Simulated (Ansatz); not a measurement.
Ansatz (an electronic-structure program) input (CCSD(T)/cc-pwCVTZ):
A basis named .json is the Basis Set Exchange file of that set.

Ansatz 0.2 input:
```yaml
crystal:
  periodic: [false, false, false]
  atoms:
    - {symbol: C, position_ang: [0.00751336, 1.37087273, 0.17539980]}
    - {symbol: C, position_ang: [-1.14438497, 0.35348504, 0.23860383]}
    - {symbol: S, position_ang: [-0.00513306, -1.04373398, -0.26528146]}
    - {symbol: C, position_ang: [1.14640594, 0.33962309, 0.24881721]}
    - {symbol: H, position_ang: [0.00839729, 2.10697436, 0.97620320]}
    - {symbol: H, position_ang: [0.01493500, 1.89327114, -0.78020484]}
    - {symbol: H, position_ang: [-1.99362645, 0.46471405, -0.42827414]}
    - {symbol: H, position_ang: [-1.47835350, 0.10685418, 1.24474232]}
    - {symbol: H, position_ang: [2.00284367, 0.44053075, -0.41045608]}
    - {symbol: H, position_ang: [1.46838097, 0.08902300, 1.25788018]}
    - {symbol: H, position_ang: [0.00234600, -0.78550894, -1.59231227]}
basis:
  gaussian:
    orbitals: cc-pwCVTZ.json
total_charge: 1
magnetization: {spin_polarized: false}
correlation: {method: ccsd_t, electrons: outside_noble_gas}
```

Output:

```
Functional definition: HF
integrals: 2.36 GiB planned
1645 factors; integrals over basis functions are off by at most 1.1e-3 eV
mean field: 1.38 GiB planned
mean field evaluation 1: about -14008.4181 eV, gradient 4.3e1 eV
mean field evaluation 2: about -14008.9243 eV, gradient 4.3e1 eV
mean field evaluation 4: about -14013.5910 eV, gradient 4.1e0 eV
mean field evaluation 8: about -14013.6582 eV, gradient 2.3e-1 eV
mean field evaluation 16: about -14008.4225 eV, gradient 4.3e1 eV
mean field -14013.65846624 eV, -514.9924498354 hartree, gradient 4.0e-6 eV, S^2 0.000000; 0 other end points of the search recorded, 0 dependent functions left out
8 core orbitals not correlated
reference -14013.65846624 eV, -514.9924498354 hartree; 12, 12 occupied and 266, 266 virtual orbitals, 1645 factors
second order -18.72470122 eV of doubles, -0.00000000 eV of singles
coupled cluster: 5.32 GiB planned
cycle   1  -19.38921615 eV  change   -6.6e-1 eV  update   8.8e-2
cycle   2  -19.89642228 eV  change   -5.1e-1 eV  update   2.6e-2
cycle   3  -19.96979815 eV  change   -7.3e-2 eV  update   1.0e-2
cycle   4  -19.96689104 eV  change    2.9e-3 eV  update   2.7e-3
cycle   5  -19.96732851 eV  change   -4.4e-4 eV  update   9.8e-4
cycle   6  -19.96728714 eV  change    4.1e-5 eV  update   3.2e-4
cycle   7  -19.96717515 eV  change    1.1e-4 eV  update   1.1e-4
cycle   8  -19.96719630 eV  change   -2.1e-5 eV  update   3.5e-5
cycle   9  -19.96719251 eV  change    3.8e-6 eV  update   1.0e-5
perturbative correction -0.89104153 eV, -0.0327451722 hartree
Total energy: -14034.51670027 eV, -515.7589757979 hartree
```

It need not be the lowest isomer of its formula.
